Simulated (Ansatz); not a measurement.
Geometry optimisation, RKS PBE/def2-SVPD (Ansatz).

Input:

```yaml
crystal:
  periodic: [false, false, false]
  atoms:
    - { symbol: Si, position_ang: [-0.443988, -0.483452, -0.522762] }
    - { symbol: H, position_ang: [0.913626, -0.611858, -0.027588] }
    - { symbol: F, position_ang: [-0.670754, -1.690141, -1.618011] }
    - { symbol: F, position_ang: [-1.465589, -0.760343, 0.733055] }
    - { symbol: H, position_ang: [-0.796509, 0.807289, -1.173191] }
    - { symbol: H, position_ang: [1.51189, 0.79277, 1.147337] }
    - { symbol: Cl, position_ang: [0.951424, 1.945734, 1.461059] }
basis:
  gaussian: { orbitals: def2-SVPD }
hamiltonian:
  xc: pbe
relax:
  f_tol: 0.03
  max_steps: 50
```

Launched with:

```bash
$ ansatz run input.yaml --threads 2 --pin off --max-ram 3072MiB --backend cpu --events-out ev --progress --plain --runs-dir out
```

Q: Where does it end, and by what steps?

A: It converged. The force dipped under the threshold on the way, but the program's further checks kept it going. After 45 steps the energy has fallen by 0.164 eV; H2 moved furthest, 1.26 Å.

| step | energy less start (eV) | largest force component (eV/Å) | accepted |
| --- | --- | --- | --- |
| 0 | 0.0000 | 0.917 | yes |
| 2 | -0.0593 | 0.573 | yes |
| 4 | -0.0822 | 0.253 | yes |
| 6 | -0.0916 | 0.046 | yes |
| 8 | -0.0933 | 0.068 | yes |
| 10 | -0.0945 | 0.019 | yes |
| 12 | -0.0955 | 0.168 | yes |
| 14 | -0.1002 | 0.013 | yes |
| 16 | -0.0912 | 0.674 | no |
| 18 | -0.1068 | 0.189 | yes |
| 20 | -0.1098 | 0.107 | yes |
| 22 | -0.1162 | 0.280 | yes |
| 24 | -0.1309 | 0.065 | yes |
| 26 | -0.1364 | 0.077 | yes |
| 28 | -0.1457 | 0.280 | yes |
| 30 | -0.1560 | 0.080 | yes |
| 32 | -0.1311 | 0.856 | no |
| 34 | -0.1578 | 0.275 | no |
| 36 | -0.1606 | 0.057 | yes |
| 38 | -0.1620 | 0.099 | yes |
| 40 | -0.1633 | 0.066 | yes |
| 42 | -0.1640 | 0.062 | yes |
| 44 | -0.1643 | 0.036 | yes |
| 45 | -0.1644 | 0.017 | yes |

```xyz
7
Properties=species:S:1:pos:R:3
Si -0.395 -0.601 -0.826
H 0.974 -1.048 -1.204
F -1.440 -1.837 -1.077
F -0.389 -0.305 0.802
H -0.924 0.617 -1.500
H 0.677 1.099 1.759
Cl 1.498 2.074 2.045
```

Whether the end is a true minimum wasn't checked by a vibrational analysis.

The run took 56 s on 2 threads of Intel(R) Xeon(R) Platinum 8488C (Sapphire Rapids), on a shared host, peak memory 0.17 GiB.
